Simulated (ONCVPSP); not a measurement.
**aluminium: ONCV pseudisation with PBEsol, scalar-relativistic reference atom.**

| Property | Result |
| --- | --- |
| Element | aluminium |
| Generator | ONCVPSP 4.0.1 |
| Type | optimised norm-conserving Vanderbilt (ONCV) |
| Functional | PBEsol |
| Relativity | scalar-relativistic |
| Frozen core | [Ne] |
| Valence charge | 3 |
| Reference configuration | 3s1 (charge +2) |
| Partial waves | 3s: rc 1.70 bohr, ncon 4, nbas 8, qcut 4.9 1/bohr, 1 projector; p scattering state at 0.02 Ha: rc 1.55 bohr, ncon 3, nbas 7, qcut 5 1/bohr, 2 projectors, debl 2.3 Ha; d scattering state at 0.34 Ha: rc 1.65 bohr, ncon 4, nbas 9, qcut 5.6 1/bohr, 1 projector |
| Local potential | polynomial inside 1.45 bohr (lpopt 5, dvloc0 0 Ha) |
| Core correction | Teter function, fcfact 5.75, rcfact 1.2 |

In the p channel the program set the typed energies aside and used 0.050, 2.350 Ha.

Estimate the cutoffs (Ha) at which the residual kinetic energy of the hardest occupied pseudo-wave falls to 1 and 0.1 mHa per electron.

6.5 Ha and 8.7 Ha.

What does a ghost test show?

No bound ghost flagged but for a GHOST(-) flag that falls on a real empty level of the atom; no localised positive-energy state flagged.

Tests: 3s2 3p1; 3s2; 3s2 3p0.5; 3s0 3p3. Which has the largest error in its energy relative to the reference configuration, and how large is it?

3s0 3p3, with +90 meV (all-electron minus pseudo) on -14.50 eV.
